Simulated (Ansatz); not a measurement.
Geometry optimisation, Ansatz, RKS B3LYP-D4/def2-SVPD.

input.yaml

```yaml
crystal:
  periodic: [false, false, false]
  atoms:
    - { symbol: Si, position_ang: [-0.99602, 0.6105, -0.42347] }
    - { symbol: In, position_ang: [1.22008, -0.51173, 0.34387] }
    - { symbol: Cl, position_ang: [1.12986, -2.35711, 1.7541] }
    - { symbol: H, position_ang: [-2.00602, -0.45692, -0.51257] }
    - { symbol: H, position_ang: [-0.85946, 1.26578, -1.73107] }
    - { symbol: H, position_ang: [-1.42444, 1.60734, 0.57196] }
    - { symbol: H, position_ang: [2.93601, -0.15786, -0.00282] }
basis:
  gaussian: { orbitals: def2-SVPD }
hamiltonian:
  xc: b3lyp
  dispersion: d4
relax:
  f_tol: 0.015
  max_steps: 40
```

Command:

```bash
$ ansatz run input.yaml --threads 2 --pin off --max-ram 3072MiB --backend cpu --events-out ev --progress --plain --runs-dir out
```

Task: Where does it end, and by what steps?

Result: The run converged. After 6 steps the energy has fallen by 0.099 eV; Cl3 moved furthest, 0.16 Å.

| step | energy less start (eV) | largest force component (eV/Å) | accepted |
| --- | --- | --- | --- |
| 0 | 0.0000 | 1.094 | yes |
| 1 | -0.0828 | 0.419 | yes |
| 2 | -0.0942 | 0.040 | yes |
| 3 | -0.0953 | 0.032 | yes |
| 4 | -0.0964 | 0.074 | yes |
| 5 | -0.0982 | 0.062 | yes |
| 6 | -0.0987 | 0.014 | yes |

```xyz
7
Properties=species:S:1:pos:R:3
Si -0.984 0.576 -0.416
In 1.303 -0.429 0.268
Cl 0.972 -2.316 1.744
H -1.997 -0.511 -0.488
H -0.890 1.265 -1.735
H -1.391 1.571 0.618
H 2.988 -0.157 0.009
```

Run time: 32 s on 2 threads of Intel(R) Xeon(R) Platinum 8259CL CPU @ 2.50GHz (Skylake/Cascade Lake), on a shared host, peak memory 0.3 GiB.
